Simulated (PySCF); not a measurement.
Species: C3H6FO2S2 (doublet state).
Geometry (GFN2-xTB, Å), atoms numbered from 1 in this order:
```xyz
14
C3H6FO2S2 angstrom
C     -1.7216    0.3973    0.5819
S     -0.8595   -0.0355   -0.9484
O     -0.0776    1.1024   -1.3735
O     -1.8221   -0.5773   -1.8665
C      0.2127   -1.3693   -0.4969
S      1.8938   -1.2171   -0.3491
C      2.0512    0.4184    0.4573
F      1.4211    0.4100    1.6646
H     -2.3949    1.2147    0.3562
H     -2.2764   -0.4768    0.8954
H     -0.9963    0.6919    1.3286
H     -0.1239   -2.3312   -0.8348
H      3.1145    0.5984    0.6245
H      1.5783    1.1736   -0.1759
```

The hyperfine couplings belong to this conformer and change with its torsions.

The species is `CS(=O)(=O)[CH]SCF` [radical].

Method used: UKS B3LYP, pcH-1 on C F H O S, non-relativistic, mean-field spin-orbit, GIAO in PySCF 2.14.0. Geometry: GFN2-xTB, one conformer, isolated molecule. A GFN2-xTB geometry isn't a minimum of the functional, and hyperfine couplings can be far from their values at a DFT geometry. No stability test was run, so a lower SCF solution isn't excluded.

**Question.** Give the principal g shifts and their parts.

**Answer.** 
```tsv
Δg (ppt)	1	2	3
relativistic mass correction	-0.19	-0.19	-0.19
gauge correction	0.01	0.06	0.04
orbital Zeeman/spin–orbit	0.11	2.14	5.28
total	-0.06	2.01	5.14
```

So g = 2.00226, 2.00433, 2.00746 and g_iso = 2.00468; the tensor is rhombic: the two nearest values differ by 40 % of g3 − g1. Axes: g2 points within 8° of the C5–S6 bond.

**Question.** Average each term over the three axes. Which is largest in size?

**Answer.** The orbital-Zeeman/spin–orbit term 2.51, the mass correction -0.19 and the gauge correction 0.04 ppt, for a total of 2.36 ppt. The orbital-Zeeman/spin–orbit term is the largest in size. The mass correction is the same along every axis, so the anisotropy comes from the other two: their spans along these axes are 0.04 (gauge) and 5.17 ppt (orbital Zeeman/spin–orbit).

**Question.** At 9.399 GHz, how far is the centre of the isotropic spectrum from where a free electron (g = 2.002319) resonates?

**Answer.** B = hν/(g μB) with μB/h = 13.99624 MHz/mT gives 335.38 mT for the free electron and 334.98 mT at g_iso, 0.40 mT lower.

**Question.** In a frozen sample, at which fields do the three g values resonate at 9.5, 34, 94 and 263 GHz (hyperfine left aside), and which band first spreads them over more than twice a line width of 0.5 mT?

**Answer.** 
```json
{"band": "X", "GHz": "9.5", "B(g3) mT": "338.12", "B(g2) mT": "338.64", "B(g1) mT": "338.99", "spread mT": "0.88"}
{"band": "Q", "GHz": "34.0", "B(g3) mT": "1210.10", "B(g2) mT": "1211.99", "B(g1) mT": "1213.24", "spread mT": "3.14"}
{"band": "W", "GHz": "94.0", "B(g3) mT": "3345.57", "B(g2) mT": "3350.80", "B(g1) mT": "3354.26", "spread mT": "8.69"}
{"band": "J", "GHz": "263.0", "B(g3) mT": "9360.47", "B(g2) mT": "9375.10", "B(g1) mT": "9384.78", "spread mT": "24.32"}
```

The spread grows in proportion to the frequency. Q band is the first where it exceeds 1.0 mT.

The largest Mulliken spin populations are on C5 (+0.73) and S6 (+0.24). The angles at C5 add up to 352.4°, so it is slightly pyramidal.

The HOMO–LUMO gaps are 6.02 eV among the α and 4.87 eV among the β orbitals.

Hardware: one thread of an Arm Neoverse V2, shared host with 96 logical CPUs at a one-minute load of 65. Cost: 1.8 min (grids of density and orbitals included), 0.96 GiB resident at most.
